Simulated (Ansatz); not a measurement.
Gas-phase reaction in SMILES: [F][Sb]([F])[F] → [F][Sb]([F])[F] as triplet, charge 0 (to the triplet)

Wanted: adiabatic triplet-singlet gap, E(triplet) - E(singlet) (0 K, with zero-point energies), in eV. Conventions: def2 sets with scalar-relativistic core potentials past Kr; no dispersion term unless named; open shells spin-unrestricted; no spin-orbit coupling; LANL2DZ with its own core potentials from Na on. First-principles rows: single points at B3LYP-D3(BJ) geometries (Ansatz, an electronic-structure program), with unscaled harmonic terms from B3LYP/6-31G* (LANL2DZ past Ar) at its own minima. Levels can end on unlike triplets.

```json
[
 {"species": "[F][Sb]([F])[F]", "coefficient": "-1", "E at B3LYP/LANL2DZ (Ansatz), Eh": "-305.05153", "E at B3LYP/def2-TZVPD (Ansatz), Eh": "-540.11335", "zero-point energy, kcal/mol": "3.63"},
 {"species": "[F][Sb]([F])[F] as triplet, charge 0", "coefficient": "+1", "E at B3LYP/LANL2DZ (Ansatz), Eh": "-304.93291", "E at B3LYP/def2-TZVPD (Ansatz), Eh": "-539.97798", "zero-point energy, kcal/mol": "2.90"}
]
```

 1 Eh = 27.2114 eV and 1 eV = 23.0605 kcal/mol.

Q: Compute it at each level from the table.

A: 
- B3LYP/LANL2DZ: the sum of coefficient times E is 0.11862 Eh, or 3.228 eV; the thermal terms add -0.032. Result: 3.20 eV.
- B3LYP/def2-TZVPD: the sum of coefficient times E is 0.13537 Eh, or 3.684 eV; the thermal terms add -0.032. Result: 3.65 eV.
